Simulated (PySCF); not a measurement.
Spin-rotation constants: `S=C1C[BH2-]N1`, [C2H5BNS]-, charge -1

Geometry (Å), atoms numbered from 1 in this order:
```xyz
10

S     2.6744    0.2123    0.0390
C     1.0106    0.1331    0.0335
C     0.0509   -0.9449   -0.3650
B    -1.1035    0.1529    0.0718
N     0.1465    1.0457    0.3966
H     0.1598   -1.2207   -1.4166
H     0.1832   -1.8505    0.2320
H    -1.7695    0.6169   -0.8181
H    -1.7435   -0.1029    1.0597
H     0.3998    1.9627    0.7446
```

Total charge -1.

Computed with GIAO PBE/aug-pcSseg-1 magnetisability, rotational g tensor and spin-rotation constants, non-relativistic, gas phase (PySCF 2.14.0). Geometry: GFN2-xTB.

For an ion the centre-of-mass motion in the field is neglected.

**Question.** Give the nuclear spin-rotation constants along the inertial axes (H = +C I·J) beside the isotropic shieldings.

**Answer.** Rotational constants 11.6905, 2.8031, 2.3364 GHz. A star marks the isotopologue with that one atom substituted, in its own axes.
| atom | isotope | Caa (kHz) | Cbb (kHz) | Ccc (kHz) | mean (kHz) | σ (ppm) |
| --- | --- | --- | --- | --- | --- | --- |
| B4 | 11B | 2.215 | 0.460 | 0.379 | 1.018 | 119.2 |
| N5 | 14N | 1.668 | 0.454 | 0.176 | 0.766 | 41.1 |
| H6 | 1H | -1.239 | -0.071 | -0.018 | -0.442 | 30.1 |
| H7 | 1H | -1.239 | -0.072 | -0.017 | -0.442 | 30.1 |
| H8 | 1H | -0.350 | -0.211 | 0.035 | -0.175 | 29.0 |
| H9 | 1H | -0.347 | -0.211 | 0.035 | -0.174 | 29.0 |
| H10 | 1H | -0.840 | 0.351 | -0.279 | -0.256 | 24.5 |
| S1 | 33S* | 2.920 | 1.147 | 0.676 | 1.581 | 371.7 |
| C2 | 13C* | 5.405 | 1.799 | 0.526 | 2.577 | -25.7 |
| C3 | 13C* | 1.736 | 0.594 | 0.393 | 0.908 | 148.8 |

For the geometry as given, no vibrational averaging.

**Question.** How do the rotational constants and the g tensor change when H6, H7, H8, H9, H10 are replaced by deuterium?

**Answer.** Constants 8.8516, 2.5241, 2.0806 GHz; g -0.0765, -0.0627, -0.0428, against -0.1012, -0.0697, -0.0481 before.
